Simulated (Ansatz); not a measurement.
**Reading a saddle point**

A first-order saddle point of Si$_{2}$H$_{4}$OF$_{2}$, singlet, PBE0-D4/def2-TZVP, with one imaginary mode of 1499i cm⁻¹:

Si1  (-1.435, -1.194, 0.017)
F2  (-0.413, -2.058, 0.898)
F3  (-1.434, -1.951, -1.388)
H4  (-1.572, 0.430, 0.245)
O5  (-0.471, 0.295, -0.316)
Si6  (1.030, 0.977, 0.062)
H7  (1.008, 2.374, -0.426)
H8  (1.216, 0.945, 1.531)
H9  (2.073, 0.182, -0.623)
(Å)

Computed with Ansatz 0.2.0 (basis: def2-TZVPP and def2-QZVPP); correlated methods freeze the cores. Extrapolation: Hartree–Fock as exp(−7.88 √X), correlation as X^−2.97.

Question: Which contacts change along the imaginary mode, and what lies on either side? (A judgement: the text doesn't fix the answer.)

Answer: Computed: The step is SiH₄O ([OH][SiH3]) + SiF₂ → Si₂H₄OF₂ ([F][SiH]([F])[O][SiH3]), with the molecules in contact on both sides. Shortening one way: Si1–H4, Si1–O5; lengthening the same way: H4–O5.
| pair | one side (Å) | saddle (Å) | other side (Å) |
| --- | --- | --- | --- |
| Si1–H4 | 2.65 | 1.65 | 1.46 |
| Si1–O5 | 2.10 | 1.80 | 1.60 |
| H4–O5 | 0.96 | 1.24 | 2.53 |

Question: Which side is lower, and how far does the saddle lie above each? (To be estimated.)

Answer: Computed: The side with Si1–H4, Si1–O5 short is lower by 59.76 kcal/mol; the saddle lies 87.32 kcal/mol above it and 27.56 kcal/mol above the other (CCSD(T) at an estimated basis limit (MP2 extrapolated from triple and quadruple zeta, plus CCSD(T) − MP2 in triple zeta); electronic energies).

No T1 diagnostic of these runs exceeds 0.015. The restricted Hartree–Fock reference is unstable towards an unrestricted one at one or more of these structures.

Losses and insertions of silylenes and their heavier kin drive the gas-phase chemistry of silicon and germanium vapour deposition.

Labels in which every atom is bracketed show which atoms are joined, not bond orders.

For scale, one of the runs: CCSD(T)/def2-TZVPP, 233 basis functions, launched by `ansatz run in.yaml --threads 4 --pin off --events-out ev --progress --plain --max-ram 9574MiB`. The run took 120 s on 4 CPU threads of an Arm Neoverse V2 (shared host), with 4.1 GiB of host memory at its peak.
